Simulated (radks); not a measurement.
Results of a calculation; reference values are marked as such.
Q: Spherical quantum dot in the effective-mass picture: electrons in a parabolic well V = omega^2 r^2 / 2 with omega = 0.585, with a point charge +1 (a donor) at the centre, all in effective atomic units (hartree* = m*/eps^2 hartree, bohr* = eps/m* bohr), one dielectric constant everywhere. Level of theory: non-relativistic Kohn-Sham, PBE, spin-polarised, spherical densities (a radial shooting solver with Libxc functionals). Levels are named by radial order and angular momentum (1s, 1p, 1d, 2s, ...), and open shells are averaged over m. Results are scaled to m* = 0.121 and eps = 5.8, for which hartree* = 97.88 meV and bohr* = 2.537 nm. At N = 28 the configuration is 1s2 1p6 1d10 2s2 1f(up 7, down 1). Does electron 29 go into 2p down or 2p up or 1f down?

A: Into 1f down. The total energies of the other choices lie higher by 3.01 meV (2p up), 5.48 meV (2p down).
